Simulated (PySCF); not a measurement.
BH2, SMILES [BH2] (connectivity only; charge and spin as stated), charge +1, multiplicity 1. Atoms are numbered in the order given.

```xyz
3

B      0.0000     0.0000     0.0000
H      0.0000     0.0000    -1.1792
H      0.0000     0.0000     1.1792
```
Charge +1, spin multiplicity 1.

Geometry: PBE0-D3(BJ)/def2-TZVPD. The multiplicity is an assumed one; other spin states were not compared. The isomer is the one that the SMILES or the coordinates give; other isomers of the formula were not compared.

Two levels are set side by side: PBE/pcSseg-2 (PySCF) and PBE0/pcSseg-2 (PySCF). GIAO shifts against BF3 (¹¹B), TMS (¹H) at the same level; non-relativistic, no solvent, atoms listed together averaged. Differences are taken from unrounded values.

| quantity | PBE |
|---|---|
| δ(¹¹B) of B1 (ppm) | 93.9 |
| δ(¹H) of H2, H3 (ppm) | 4.83 |

These are the PBE values. What does PBE0 give? (The exact figures need the calculation; the answer reports its results.)


```csv
quantity,PBE0,PBE minus PBE0
δ(¹¹B) of B1 (ppm),92.6,1.4
"δ(¹H) of H2, H3 (ppm)",4.90,-0.07
```

On these quantities the two levels nearly agree.
